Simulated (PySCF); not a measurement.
2-methyl-1,3,2-dioxaborolane (C3H7BO2), SMILES CB1OCCO1.

Geometry optimised at PBE0-D3(BJ)/def2-SVP. Other conformers were not sampled.

The numbers are results of PySCF with PBE0-D3(BJ)/def2-SVP, not measurements.

Harmonic, unscaled wavenumbers; measured fundamentals usually lie a few per cent lower.

Computed vibrational spectrum:
| mode | ν (cm⁻¹) | IR (km/mol) | Raman (Å⁴/amu) | depolarisation | moving atoms (share of kinetic energy) |
|---|---|---|---|---|---|
| 1 | 21 | 0.3 | 0.2 | 0.75 | H 96 % |
| 2 | 58 | 0.0 | 0.3 | 0.73 | H 45 %, O 31 %, C 24 % |
| 3 | 182 | 7.2 | 0.0 | – | O 34 %, H 30 %, C 28 % |
| 4 | 284 | 2.0 | 0.0 | – | H 33 %, C 28 %, O 27 %, B 12 % |
| 5 | 511 | 7.9 | 0.6 | 0.59 | B 42 %, H 36 %, O 19 % |
| 6 | 587 | 1.8 | 4.9 | 0.27 | C 60 %, O 17 %, H 17 % |
| 7 | 731 | 5.5 | 4.2 | 0.75 | C 42 %, O 41 %, H 16 % |
| 8 | 838 | 1.9 | 0.2 | 0.73 | H 69 %, C 22 %, O 9 % |
| 9 | 848 | 0.2 | 1.1 | 0.72 | H 77 %, C 18 % |
| 10 | 858 | 4.9 | 8.6 | 0.07 | O 79 %, C 12 % |
| 11 | 902 | 34.1 | 0.1 | 0.68 | H 46 %, B 33 %, C 18 % |
| 12 | 975 | 6.5 | 9.1 | 0.30 | C 61 %, H 33 % |
| 13 | 1100 | 10.9 | 0.0 | – | C 46 %, O 34 %, H 15 % |
| 14 | 1113 | 102.6 | 4.3 | 0.64 | C 49 %, O 36 %, H 9 % |
| 15 | 1156 | 0.4 | 0.0 | – | H 55 %, C 41 % |
| 16 | 1242 | 0.1 | 6.8 | 0.72 | H 95 % |
| 17 | 1245 | 2.2 | 10.6 | 0.75 | H 88 % |
| 18 | 1264 | 132.7 | 0.3 | 0.75 | H 39 %, B 31 %, C 19 %, O 11 % |
| 19 | 1270 | 47.4 | 2.3 | 0.74 | H 65 %, B 15 %, C 12 %, O 8 % |
| 20 | 1377 | 84.0 | 7.1 | 0.63 | H 65 %, C 27 % |
| 21 | 1415 | 53.4 | 18.0 | 0.75 | H 80 % |
| 22 | 1428 | 181.4 | 8.7 | 0.73 | H 54 %, B 27 %, C 11 %, O 8 % |
| 23 | 1445 | 133.7 | 6.2 | 0.75 | H 63 %, B 21 %, C 10 % |
| 24 | 1457 | 48.4 | 2.9 | 0.75 | H 63 %, B 21 %, O 9 % |
| 25 | 1510 | 30.0 | 15.5 | 0.75 | H 81 % |
| 26 | 1515 | 13.5 | 11.3 | 0.53 | H 88 %, C 8 % |
| 27 | 3061 | 35.8 | 36.9 | 0.73 | H 95 % |
| 28 | 3065 | 0.1 | 180.0 | 0.01 | H 97 % |
| 29 | 3068 | 58.8 | 175.7 | 0.04 | H 94 % |
| 30 | 3112 | 5.1 | 87.7 | 0.59 | H 90 %, C 10 % |
| 31 | 3130 | 43.8 | 94.7 | 0.75 | H 90 %, C 10 % |
| 32 | 3153 | 4.5 | 80.2 | 0.71 | H 91 %, C 9 % |
| 33 | 3184 | 5.1 | 74.1 | 0.75 | H 91 %, C 9 % |
